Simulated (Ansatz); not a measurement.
```json
{"atom": "Si", "x (Å)": "0.1737", "y (Å)": "-0.0333", "z (Å)": "-0.3202"}
{"atom": "Si", "x (Å)": "-0.5741", "y (Å)": "1.1782", "z (Å)": "1.9739"}
```

Basis set: cc-pVDZ (spherical functions). Frozen core: 10 orbitals. Charge 0, multiplicity 1.

Computed with Ansatz (development build ahead of 0.2.0); the reference of a correlated method needn't be the lowest determinant of its kind. Restricted open shells among the atoms or ions are ROHF, correlated in semicanonical orbitals with singles.

Q: Give the atomization energy at this shape (free ground-state atoms in the same class of orbitals less the molecule, no zero-point energy) of singlet Si2 by RHF-CCSD(T), RHF-CCSD.

A:

| method | atomization energy |
| --- | --- |
| RHF-CCSD(T) | 1.62 eV |
| RHF-CCSD | 1.34 eV |

Caution: another spin multiplicity may lie lower; large amplitudes, a single reference is doubtful; no unrestricted run beside it, a lower state can exist; the reference determinant was not shown to be the lowest; the shape is not the minimum.
